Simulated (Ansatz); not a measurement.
C2H6O2SSi can be A, `O/C([SiH3])=C(\O)S`, or B, `O[Si]1(S)CCO1`.

Calculated with Ansatz (gas phase, PBE0-D4/def2-TZVP geometries, no zero-point term in ΔE). CCSD(T)/CBS adds triple-zeta CCSD(T) − MP2 to the extrapolated MP2 energy (def2 sets, frozen cores). DFT in def2-TZVPP. B3LYP here is the variant with VWN-RPA as its local correlation; programs differ in this. Each species was taken in one conformer, which may not be the lowest.

(1) Which is lower in electronic energy at CCSD(T)/CBS, and by how much? (An estimate is asked.)

(2) Give E(B) − E(A) in kJ/mol with B3LYP, PBE-D4, CCSD(T)/def2-TZVPP, MP2/def2-TZVPP, B3LYP-D4, B2PLYP, HF/def2-TZVPP. (Best estimate.)

Largest T1 diagnostic: 0.013.

Answers

(1) The calculation gave: B, by 409.9 kJ/mol.

(2) Computed: B3LYP -388.8, PBE-D4 -374.1, CCSD(T)/def2-TZVPP -407.5, MP2/def2-TZVPP -422.8, B3LYP-D4 -387.7, B2PLYP -402.9, HF/def2-TZVPP -420.7. None reverses the order clearly.

From PBE to PBE0 (25 % exact exchange), in def2-TZVPP and without D4, E(B) − E(A) moves by −23.9 kJ/mol.
